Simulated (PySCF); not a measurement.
First SCF of a structure search on singlet Al4, at a hand-made rhombus geometry. PySCF input:

```python
from pyscf import gto, scf, dft
mol = gto.M(atom='''
Al     0.000000     1.260000     0.000000
Al     0.000000    -1.260000     0.000000
Al     2.182400     0.000000     0.000000
Al    -2.182400     0.000000     0.000000''',
    basis={'Al': 'def2-TZVP'},
    charge=0, spin=0)
mf = dft.RKS(mol, xc='PBE0')
mf.grids.atom_grid = (50, 194)
aux = {'Al': 'def2-universal-JKFIT'}
mf = mf.density_fit(auxbasis=aux)
mf.conv_tol = 1e-08
mf.diis_space = 10
mf.max_cycle = 60
mf.init_guess = 'minao'
mf.verbose = 4
mf.kernel()
```

Excerpt of the output (cycles and frontier levels):

```
init E= -969.612951491559
  HOMO = -0.159767832788202  LUMO = -0.143824344035584  gap/eV = 0.43384
cycle= 1 E= -969.186061122522  delta_E= 0.427  |g|= 0.244  |ddm|=    2
  HOMO = -0.15476272626615  LUMO = -0.101803418326965  gap/eV = 1.44110
cycle= 2 E= -969.173686452428  delta_E= 0.0124  |g|= 0.254  |ddm|= 0.553
  HOMO = -0.180655855539937  LUMO = -0.13205277615773  gap/eV = 1.32256
cycle= 3 E= -969.20207208642  delta_E= -0.0284  |g|= 0.0646  |ddm|= 0.393
  HOMO = -0.176394532143961  LUMO = -0.124607738156504  gap/eV = 1.40919
cycle= 4 E= -969.203683633931  delta_E= -0.00161  |g|= 0.00484  |ddm|= 0.0863
  HOMO = -0.175955554281522  LUMO = -0.124321007699966  gap/eV = 1.40505
cycle= 5 E= -969.203692716936  delta_E= -9.08e-06  |g|= 0.00213  |ddm|= 0.0117
  HOMO = -0.176066228712134  LUMO = -0.124238341336563  gap/eV = 1.41031
cycle= 6 E= -969.203693776966  delta_E= -1.06e-06  |g|= 0.000221  |ddm|= 0.00339
  HOMO = -0.176093765545581  LUMO = -0.124285900927887  gap/eV = 1.40976
cycle= 7 E= -969.203693823785  delta_E= -4.68e-08  |g|= 6.78e-05  |ddm|= 0.00103
  HOMO = -0.176091155273927  LUMO = -0.124277745036354  gap/eV = 1.40991
cycle= 8 E= -969.203693828231  delta_E= -4.45e-09  |g|= 1.73e-05  |ddm|= 0.000308
  HOMO = -0.176089625553871  LUMO = -0.124279269302221  gap/eV = 1.40983
Extra cycle  E= -969.203693828445  delta_E= -2.14e-10  |g|= 1.1e-05  |ddm|= 6.85e-05
converged SCF energy = -969.203693828445
```

No lower solution of this spin was found from smeared starts or by a stability analysis within the restricted form, which does not test spin polarisation.

At the minimum of this search the closed-shell solution is unstable towards spin polarisation, so a lower open-shell solution exists.

The search for the lowest solution, 3 starts and the stability check together, took 18 s on 4 threads of a shared Arm Neoverse N1 host, with 148 basis functions; the process peaked at 0.61 GiB. Launch command: `OMP_NUM_THREADS=4 python axn.py task.json out`.
